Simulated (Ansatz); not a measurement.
Born–Oppenheimer molecular dynamics of BH7O2Si (11 atoms, charge 0, multiplicity 1). It starts at the highest image of a converged band. Of that band: The profile has 2 maxima (images 4, 6) with wells between them (image 5): this band takes more than one step, which may be the mechanism or a detour left from its start path. Neighbouring images differ by up to 2.6 eV, so the band resolves the path poorly. A vibrational analysis at the climbing image gives one clearly imaginary mode, 1354i cm⁻¹: a first-order saddle point.

All numbers below come from RKS B3LYP-D4/6-31G* (Ansatz 0.2.0).

```json
{
  "ensemble": "NVE (velocity Verlet)",
  "time step": "0.5 fs",
  "steps asked": "200",
  "starting velocities drawn for": "300 K",
  "seed": "9995"
}
```

Frames 5 fs apart, positions in Å, forces in eV/Å.

Velocities at 0 fs (Å/ps):

```
B -1.93 3.99 -0.35
O -1.26 -2.54 -3.22
H 23.84 7.98 41.03
O 1.92 0.69 2.89
H -16.37 -12.03 -6.14
H 14.94 22.71 6.10
Si -2.40 -1.46 -2.08
H 8.16 -7.90 0.85
H 6.96 8.84 24.32
H 11.85 14.02 -6.60
H 27.78 -6.41 7.37
```

```xyz
11
Properties=species:S:1:pos:R:3:forces:R:3 time_fs=0 energy_less_start_eV=0.000 T=300
B -0.267 0.149 0.162 0.00 0.00 0.00
O 0.295 -0.661 1.439 0.00 0.00 0.00
H -0.453 -1.055 1.923 0.00 0.00 0.00
O 0.456 -0.051 -0.994 0.00 0.00 0.00
H 1.411 -0.091 -0.842 0.00 0.00 0.00
H -1.458 0.105 0.089 0.00 0.00 0.00
Si 0.211 2.311 0.848 0.00 0.00 0.00
H -0.130 2.956 2.156 0.00 0.00 0.00
H 1.630 2.665 0.539 0.00 0.00 0.00
H -0.650 2.958 -0.179 0.00 0.00 0.00
H 0.279 0.517 1.561 0.00 0.00 0.00
11
Properties=species:S:1:pos:R:3:forces:R:3 time_fs=5 energy_less_start_eV=0.089 T=224
B -0.272 0.171 0.162 0.18 0.66 0.22
O 0.290 -0.673 1.425 0.38 0.28 0.81
H -0.338 -1.007 2.106 -0.01 0.19 -0.61
O 0.459 -0.048 -0.981 0.55 -0.39 -0.27
H 1.426 -0.154 -0.854 -0.72 0.16 0.05
H -1.447 0.209 0.111 -0.43 -0.26 -0.15
Si 0.201 2.304 0.838 0.66 0.21 0.02
H -0.102 2.920 2.166 -0.27 0.02 0.06
H 1.650 2.703 0.655 -0.23 -0.12 -0.15
H -0.590 3.025 -0.206 0.01 -0.06 0.11
H 0.410 0.454 1.589 -0.12 -0.70 -0.09
11
Properties=species:S:1:pos:R:3:forces:R:3 time_fs=10 energy_less_start_eV=0.041 T=265
B -0.276 0.209 0.164 -1.15 1.84 -0.54
O 0.292 -0.681 1.420 0.57 -1.05 0.45
H -0.254 -0.935 2.182 -0.64 -0.28 -0.15
O 0.463 -0.051 -0.973 -1.35 -0.53 -0.51
H 1.389 -0.188 -0.843 1.12 0.05 0.23
H -1.501 0.248 0.102 0.67 -0.55 -0.08
Si 0.195 2.298 0.827 0.25 0.00 0.16
H -0.132 2.884 2.183 -0.28 -0.14 -0.15
H 1.629 2.717 0.738 0.14 -0.08 -0.22
H -0.530 3.081 -0.212 -0.06 0.05 0.05
H 0.530 0.258 1.616 0.75 0.69 0.75
11
Properties=species:S:1:pos:R:3:forces:R:3 time_fs=15 energy_less_start_eV=-0.334 T=588
B -0.298 0.284 0.158 0.96 1.31 -0.33
O 0.301 -0.700 1.425 0.96 1.15 1.58
H -0.288 -0.911 2.185 -0.19 -0.09 -0.53
O 0.458 -0.062 -0.970 0.81 -0.69 0.10
H 1.429 -0.184 -0.800 -1.21 0.45 -0.18
H -1.460 0.169 0.074 -0.66 -0.33 -0.03
Si 0.191 2.293 0.818 -0.16 0.01 -0.07
H -0.227 2.821 2.171 -0.12 -0.12 -0.10
H 1.631 2.710 0.772 0.11 -0.16 -0.09
H -0.483 3.146 -0.204 -0.02 0.06 0.05
H 0.789 0.130 1.773 -0.47 -1.58 -0.41
11
Properties=species:S:1:pos:R:3:forces:R:3 time_fs=20 energy_less_start_eV=-0.680 T=885
B -0.307 0.386 0.141 0.12 -0.44 -1.00
O 0.322 -0.711 1.449 -0.75 -0.68 -0.21
H -0.382 -0.913 2.092 0.11 0.08 0.05
O 0.454 -0.081 -0.967 -1.61 0.01 0.25
H 1.378 -0.099 -0.772 1.26 0.29 0.02
H -1.491 0.025 0.048 0.69 0.47 0.33
Si 0.186 2.288 0.808 -0.35 0.27 -0.41
H -0.349 2.728 2.137 0.09 -0.07 0.09
H 1.654 2.663 0.787 -0.18 -0.27 0.09
H -0.440 3.224 -0.182 0.07 -0.01 0.09
H 1.002 -0.216 1.899 0.55 0.33 0.69
11
Properties=species:S:1:pos:R:3:forces:R:3 time_fs=25 energy_less_start_eV=-0.606 T=821
B -0.309 0.480 0.103 0.61 -1.60 -1.38
O 0.342 -0.723 1.477 1.72 -0.11 1.33
H -0.449 -0.902 2.010 0.30 -0.06 0.44
O 0.439 -0.101 -0.959 0.90 0.72 0.82
H 1.405 0.054 -0.781 -1.09 0.03 -0.60
H -1.413 -0.024 0.090 -0.07 0.58 0.29
Si 0.178 2.285 0.795 -0.56 0.59 -0.02
H -0.451 2.618 2.118 0.27 -0.02 0.03
H 1.646 2.558 0.822 0.09 -0.10 0.18
H -0.382 3.304 -0.143 0.05 0.06 -0.01
H 1.178 -0.629 2.073 -2.22 -0.09 -1.09
11
Properties=species:S:1:pos:R:3:forces:R:3 time_fs=30 energy_less_start_eV=-0.714 T=914
B -0.299 0.541 0.035 0.18 -1.34 -0.93
O 0.375 -0.739 1.519 -1.24 -0.14 0.26
H -0.449 -0.900 2.004 -0.10 0.00 -0.11
O 0.429 -0.112 -0.941 -0.10 0.55 -0.04
H 1.325 0.243 -0.909 0.31 0.02 -0.44
H -1.359 0.049 0.200 -0.71 0.09 -0.01
Si 0.166 2.288 0.782 0.03 0.82 0.29
H -0.494 2.502 2.109 0.20 0.06 0.02
H 1.651 2.431 0.898 0.01 0.11 0.13
H -0.312 3.396 -0.102 0.06 0.03 0.03
H 1.044 -1.034 2.118 1.35 -0.20 0.79
11
Properties=species:S:1:pos:R:3:forces:R:3 time_fs=35 energy_less_start_eV=-0.584 T=802
B -0.290 0.574 -0.049 -2.28 -0.29 1.20
O 0.405 -0.763 1.576 0.79 -1.84 2.38
H -0.466 -0.897 1.990 -0.02 0.18 -0.24
O 0.423 -0.114 -0.925 1.33 0.08 -1.81
H 1.240 0.395 -1.124 -0.41 -0.64 -0.04
H -1.420 0.156 0.295 0.73 0.05 -0.65
Si 0.154 2.297 0.772 0.86 0.72 0.34
H -0.493 2.400 2.107 -0.05 0.13 0.04
H 1.653 2.327 1.003 -0.28 0.25 -0.05
H -0.228 3.494 -0.052 0.05 -0.06 0.13
H 0.973 -1.390 2.149 -0.72 1.41 -1.31
11
Properties=species:S:1:pos:R:3:forces:R:3 time_fs=40 energy_less_start_eV=-0.587 T=805
B -0.322 0.601 -0.111 -0.28 0.74 0.85
O 0.439 -0.803 1.659 -0.58 1.02 0.09
H -0.489 -0.860 1.928 0.01 -0.16 0.12
O 0.432 -0.116 -0.933 0.55 -0.21 -2.08
H 1.103 0.440 -1.376 -0.02 -0.47 0.43
H -1.375 0.254 0.261 -0.79 -0.91 -0.13
Si 0.149 2.312 0.764 0.73 0.51 0.52
H -0.502 2.328 2.110 -0.18 0.17 -0.13
H 1.605 2.281 1.099 0.11 0.24 -0.12
H -0.134 3.583 0.026 -0.06 0.00 0.07
H 0.862 -1.578 2.004 0.52 -0.94 0.37
11
Properties=species:S:1:pos:R:3:forces:R:3 time_fs=45 energy_less_start_eV=-0.613 T=827
B -0.365 0.637 -0.156 0.17 -1.02 -0.22
O 0.469 -0.842 1.750 0.06 -0.85 0.55
H -0.498 -0.858 1.880 0.38 -0.27 0.06
O 0.446 -0.121 -0.969 -1.49 0.14 -0.20
H 1.003 0.403 -1.542 0.78 0.35 0.00
H -1.446 0.177 0.174 0.36 -0.13 -0.22
Si 0.149 2.332 0.761 0.36 0.47 0.70
H -0.552 2.296 2.085 -0.16 0.18 -0.17
H 1.577 2.288 1.168 0.23 0.04 -0.16
H -0.055 3.668 0.120 -0.16 -0.09 -0.06
H 0.781 -1.780 1.875 -0.54 1.18 -0.28
11
Properties=species:S:1:pos:R:3:forces:R:3 time_fs=50 energy_less_start_eV=-0.566 T=786
B -0.403 0.654 -0.204 0.68 -1.68 -0.73
O 0.500 -0.886 1.848 -0.22 -1.06 0.05
H -0.466 -0.895 1.857 -0.42 0.53 0.18
O 0.443 -0.121 -1.013 -0.87 1.39 -0.74
H 1.015 0.385 -1.646 -0.25 -0.40 1.18
H -1.467 0.062 0.049 0.68 0.56 0.01
Si 0.154 2.356 0.763 0.24 0.15 0.50
H -0.638 2.307 2.026 -0.05 0.13 0.04
H 1.592 2.307 1.197 -0.16 -0.10 -0.20
H -0.012 3.732 0.198 -0.18 -0.17 -0.22
H 0.628 -1.846 1.673 0.55 0.64 -0.07
11
Properties=species:S:1:pos:R:3:forces:R:3 time_fs=55 energy_less_start_eV=-0.660 T=868
B -0.422 0.640 -0.268 2.17 0.21 -0.37
O 0.522 -0.942 1.946 -1.14 -0.34 -0.28
H -0.454 -0.833 1.877 0.59 0.27 0.33
O 0.422 -0.106 -1.063 -1.63 -0.11 0.16
H 1.067 0.355 -1.579 1.13 0.70 -0.12
H -1.387 0.038 -0.065 -1.17 -0.27 0.55
Si 0.159 2.381 0.770 -0.57 -0.51 -0.04
H -0.733 2.348 1.972 0.20 0.05 0.07
H 1.584 2.305 1.184 0.05 -0.10 0.03
H -0.009 3.758 0.225 -0.10 -0.08 -0.32
H 0.599 -1.797 1.483 0.47 0.19 0.00
```

Of the whole run (100 fs, mean temperature of the second half 815 K): The conserved energy stayed within 0.13 meV per atom of its start (net change 0.063 meV per atom), so the integration is sound. The kinetic energy rose, since the run started high on the potential surface and went downhill. It ends in pieces (BH5OSi + H2O), so much of that is their flight and rotation, not heat. A run of 0.1 ps of so small a system gives no equilibrium averages. The orbitals stay closed-shell, which can raise the energy where a bond breaks towards radicals; this wasn't checked here.

Time of the run: 5.1 min on 2 threads of Arm Neoverse V2, with other jobs on the host, peak memory 0.15 GiB.
